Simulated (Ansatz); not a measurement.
`[O]=[W](=[S])([Cl])[Cl]` from Hartree–Fock to CCSD(T)

Cartesian coordinates in Å:
```
O -1.230 -1.239 0.265
W -0.054 -0.055 0.015
S -0.155 0.522 -2.021
Cl -0.528 1.718 1.310
Cl 1.967 -0.946 0.431
```

The species carries charge 0 and has multiplicity 1. Correlated methods include outer-core shells of W, which these sets cover unevenly. W: def2 effective core potential. All single points use the PBE0-D4/def2-TZVP geometry. Frozen core, restricted reference, the Gaussian-basis code of Ansatz.

| basis | HF (Eh) | MP2 corr. | CCSD corr. | (T) | CCSD(T) total |
| --- | --- | --- | --- | --- | --- |
| def2-SVP | ? | -0.98784 | -0.94309 | ? | ? |
| def2-TZVPP | -1458.03508 | ? | ? | -0.08202 | ? |
| def2-QZVPP | -1458.07630 | -1.44623 | – | – | – |

(1) Fill in the withheld values. (An estimate is asked.)

## Answers

(1) The calculation gave: def2-SVP HF (Eh): -1457.44870; def2-SVP (T): -0.05051; def2-SVP CCSD(T) total: -1458.44230; def2-TZVPP MP2 corr.: -1.31557; def2-TZVPP CCSD corr.: -1.27316; def2-TZVPP CCSD(T) total: -1459.39026.
